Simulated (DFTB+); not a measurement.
DFTB+ input (SCC-DFTB): The folder sk holds the Slater-Koster set scc that CP2K ships.

```
Geometry = xyzFormat {
5

C     -1.15883105    -0.01847565    -0.06229433
N      0.23205449    -0.01180046    -0.00486002
C      1.40595747    -0.07138145    -0.02931754
H     -1.57509069    -0.35903733     0.89087131
H     -1.53204927     0.98078321    -0.30717996
}
Hamiltonian = DFTB {
  SCC = Yes
  SCCTolerance = 1e-8
  MaxSCCIterations = 300
  Charge = -1
  SlaterKosterFiles = Type2FileNames {
    Prefix = "sk/"
    Separator = ""
    Suffix = ".spl"
    LowerCaseTypeName = Yes
  }
  MaxAngularMomentum {
    C = "p"
    H = "s"
    N = "p"
  }
  Filling = Fermi { Temperature [K] = 0 }
}
ParserOptions { ParserVersion = 14 }
```

From the last part of the output:

```
 Total charge:    -1.00000000

 Atomic gross charges (e)
 Atom           Charge
    1      -0.61261802
    2       0.22481764
    3      -0.64322939
    4       0.01551488
    5       0.01551488

Nr. of electrons (up):     16.00000000
Atom populations (up)
 Atom       Population
    1       4.61261802
    2       4.77518236
    3       4.64322939
    4       0.98448512
    5       0.98448512

l-shell populations (up)
 Atom Sh.   l       Population
    1   1   0       1.30176533
    1   2   1       3.31085269
    2   1   0       1.34701842
    2   2   1       3.42816394
    3   1   0       1.63769494
    3   2   1       3.00553444
    4   1   0       0.98448512
    5   1   0       0.98448512

Orbital populations (up)
 Atom Sh.   l   m       Population  Label
    1   1   0   0       1.30176533  s
    1   2   1  -1       1.19018503  p_y
    1   2   1   0       1.27196020  p_z
    1   2   1   1       0.84870746  p_x
    2   1   0   0       1.34701842  s
    2   2   1  -1       1.20416303  p_y
    2   2   1   0       1.20116898  p_z
    2   2   1   1       1.02283193  p_x
    3   1   0   0       1.63769494  s
    3   2   1  -1       0.89238624  p_y
    3   2   1   0       0.91331550  p_z
    3   2   1   1       1.19983271  p_x
    4   1   0   0       0.98448512  s
    5   1   0   0       0.98448512  s

Fermi level:                         0.1846247002 H            5.0239 eV
Band energy:                        -2.2721913438 H          -61.8295 eV
TS:                                  0.0000000000 H            0.0000 eV
Band free energy (E-TS):            -2.2721913438 H          -61.8295 eV
Extrapolated E(0K):                 -2.2721913438 H          -61.8295 eV
Input / Output electrons (q):     16.0000000000     16.0000000000

Energy H0:                          -7.0209303022 H         -191.0492 eV
Energy SCC:                          0.1546729888 H            4.2089 eV
Total Electronic energy:            -6.8662573135 H         -186.8404 eV
Repulsive energy:                    0.3535134887 H            9.6196 eV
Total energy:                       -6.5127438247 H         -177.2208 eV
Extrapolated to 0:                  -6.5127438247 H         -177.2208 eV
Total Mermin free energy:           -6.5127438247 H         -177.2208 eV
Force related energy:               -6.5127438247 H         -177.2208 eV

Non-constrained calculation

SCC converged

Warning: dipole moment is not defined absolutely!
Dipole moment:   -0.35993488    0.12137053    0.12280161 au
Dipole moment:   -0.91486329    0.30849315    0.31213058 Debye
```

The dipole moment of an ion depends on the origin.

The geometry given is a B3LYP-D3(BJ)/def2-TZVP minimum.
